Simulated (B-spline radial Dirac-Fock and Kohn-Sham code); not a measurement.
Satellites and hypersatellites of the K lines of Si

System: atomic silicon, configuration [Ne] 3s2 3p2.

Input file task.json (cfg lists n, l and occupation; rrms is the nuclear radius in fm):

```json
{"items": [{
  "Z": 14,
  "q": 0,
  "cfg": [[1, 0, 2], [2, 0, 2], [2, 1, 6], [3, 0, 2], [3, 1, 2]],
  "A": 28,
  "rrms": 3.1224,
  "do": ["binding", "quiet", "double"]
}]}
```

Command: `python xray_run.py task.json out`

Level of theory: Dirac-Fock ΔSCF + Breit + QED; a B-spline atomic structure program. Each two-hole energy is an average over J within one jj subconfiguration, not an observable level; in light atoms, where LS coupling holds, the j-resolved values are not observed lines, and for a K spectator the Kα1 hypersatellite is nearly forbidden. Correlation energy is missing from these numbers.

Lines without a spectator: Kα2 (K-L2) 1740.2 eV, Kα1 (K-L3) 1740.8 eV. Shifts in eV with one spectator hole (a dash: not computed, or left out as unreliable):

| spectator hole | Kα2 | Kα1 |
| --- | --- | --- |
| K (1s) | +139.7 | +139.9 |
| L2 (2p1/2) | +8.76 | +11.40 |
| L3 (2p3/2) | +11.16 | +10.50 |
